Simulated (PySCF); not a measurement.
Isomers of C7H13P, mass 128.075 u with the commonest isotopes. Method: PBE0/pcSseg-1 in PySCF (dipole) on a GFN2-xTB geometry, gas phase. One conformer each, none proved a minimum here; rigid rotors.

Problem. Order these by rotational constant C, smallest first.
A. `[CH2:1]=[CH:2]/[P:3]=[CH:4]\[C:5]([CH3:6])([CH3:7])[CH3:8]` with C1–C2–P3–C4 -134°
B. `[CH3:1][CH2:2][C:3]1=[C:4]([CH3:5])[CH2:6][CH2:7][PH:8]1` with C1–C2–C3–C4 -101°, C3–C4–C6–C7 -20°, C4–C6–C7–P8 28°, C6–C7–P8–C3 -23°, C2–C3–P8–C7 -165°
C. `[CH3:1][C:2]1=[C:3]([CH3:4])[CH2:5][P:6]([CH3:7])[CH2:8]1` with C2–C3–C5–P6 14°, C3–C5–P6–C7 80°, C5–P6–C8–C2 18°, C1–C2–C8–P6 168°

Solution. A (942.4 MHz), B (1011 MHz), C (1095 MHz).

Problem. Order these by out-of-plane moment Σ m c² = (Ia + Ib − Ic)/2, smallest first.
A. `[CH3:1][CH2:2][C:3]1=[C:4]([CH3:5])[CH2:6][CH2:7][PH:8]1` with C1–C2–C3–C4 -101°, C3–C4–C6–C7 -20°, C4–C6–C7–P8 28°, C6–C7–P8–C3 -23°, C2–C3–P8–C7 -165°
B. `[CH2:1]=[CH:2]/[P:3]=[CH:4]\[C:5]([CH3:6])([CH3:7])[CH3:8]` with C1–C2–P3–C4 -134°
C. `[CH3:1][C:2]1=[C:3]([CH3:4])[CH2:5][P:6]([CH3:7])[CH2:8]1` with C2–C3–C5–P6 14°, C3–C5–P6–C7 80°, C5–P6–C8–C2 18°, C1–C2–C8–P6 168°

Solution. A (30.83 u·Å²), C (53.65 u·Å²), B (60.55 u·Å²).

Problem. Order these by rotational constant B, smallest first.
A. `[CH3:1][C:2]1=[C:3]([CH3:4])[CH2:5][P:6]([CH3:7])[CH2:8]1` with C2–C3–C5–P6 14°, C3–C5–P6–C7 80°, C5–P6–C8–C2 18°, C1–C2–C8–P6 168°
B. `[CH2:1]=[CH:2]/[P:3]=[CH:4]\[C:5]([CH3:6])([CH3:7])[CH3:8]` with C1–C2–P3–C4 -134°
C. `[CH3:1][CH2:2][C:3]1=[C:4]([CH3:5])[CH2:6][CH2:7][PH:8]1` with C1–C2–C3–C4 -101°, C3–C4–C6–C7 -20°, C4–C6–C7–P8 28°, C6–C7–P8–C3 -23°, C2–C3–P8–C7 -165°

Solution. B (1056 MHz), A (1390 MHz), C (1620 MHz).

```tsv
SMILES	point group	Ia (u·Å²)	Ib (u·Å²)	Ic (u·Å²)	κ	μa (D)	μb (D)	μc (D)
CC1=C(C)CP(C)C1	Cs	205.33	363.52	461.55	-0.57	1.38	0.00	0.83
CCC1=C(C)CCP1	C1	249.57	312.05	499.96	0.20	0.33	1.66	0.04
C=C/P=C\C(C)(C)C	C1	178.63	478.72	536.26	-0.88	0.91	1.40	0.11
```
